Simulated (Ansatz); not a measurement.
Ta4⁻. Total charge -1; doublet. Geometry PBE0-D4/def2-SVPD.

```xyz
4

Ta    0.802   -0.627   -1.167
Ta   -0.470   -1.129    0.950
Ta   -1.268    0.756   -0.583
Ta    0.936    1.001    0.800
```

In the def2 sets Ta takes a core potential; there is no spin–orbit coupling. At r2SCAN-D4/def2-TZVPD, r2SCANh-D4/def2-TZVPD, PBE0-D4/def2-SVPD, PBE0-D4/def2-TZVPD and others the charge -1 doublet is spin-contaminated (final ⟨S²⟩ up to 1.86, 0.75 for a pure state). At r2SCAN-D4/def2-TZVPD, r2SCANh-D4/def2-TZVPD, PBE0-D4/def2-SVPD, PBE0-D4/def2-TZVPD the highest occupied level of the charge -1 doublet lies above zero (up to 0.43 eV). Its loss leaves the charge 0 singlet, which lies 1.03 eV higher (vertical, at r2SCAN-D4/def2-TZVPD), but this difference is unsure: the singlet is doubtful (geometry relaxed on an unsound state). The geometry of the doublet was relaxed on an unsound state (⟨S²⟩ 1.38, where a pure state has 0.75). The structure comes from a short search, and lower isomers may exist.

Question: Estimate the α-spin orbital energies around the gap (eV) in Ansatz with r2SCAN-D4/def2-TZVPD, r2SCANh-D4/def2-TZVPD, PBE0-D4/def2-SVPD, PBE0-D4/def2-TZVPD, CAM-B3LYP-D4/def2-TZVPD.

Answer: 
```csv
orbital,r2SCAN-D4/def2-TZVPD,r2SCANh-D4/def2-TZVPD,PBE0-D4/def2-SVPD,PBE0-D4/def2-TZVPD,CAM-B3LYP-D4/def2-TZVPD
HOMO−13,-32.62,-33.47,-33.92,-34.07,-35.65
HOMO−12,-32.57,-33.45,-33.88,-34.04,-35.65
HOMO−11,-32.56,-33.43,-33.87,-34.03,-35.64
HOMO−10,-3.42,-3.82,-4.04,-4.16,-5.36
HOMO−9,-1.83,-2.14,-2.33,-2.43,-3.40
HOMO−8,-1.44,-1.81,-2.03,-2.16,-3.29
HOMO−7,-1.43,-1.78,-1.98,-2.11,-3.24
HOMO−6,-1.42,-1.77,-1.92,-2.06,-3.13
HOMO−5,-0.25,-0.52,-0.70,-0.81,-1.76
HOMO−4,-0.20,-0.48,-0.64,-0.77,-1.75
HOMO−3,-0.18,-0.45,-0.52,-0.64,-1.71
HOMO−2,0.09,-0.26,-0.47,-0.59,-1.43
HOMO−1,0.11,-0.14,-0.28,-0.38,-1.16
HOMO,0.43,0.15,0.26,0.10,-0.68
LUMO,1.08,1.36,1.78,1.60,2.45
LUMO+1,1.17,1.41,1.86,1.66,2.55
LUMO+2,1.56,1.71,2.31,2.06,2.80
LUMO+3,1.74,1.97,2.47,2.21,2.95
LUMO+4,1.90,2.09,2.67,2.33,3.03
LUMO+5,1.92,2.12,2.68,2.35,3.06
β HOMO,0.11,-0.21,-0.32,-0.43,-1.25
β LUMO,0.89,1.05,1.57,1.38,2.10
```
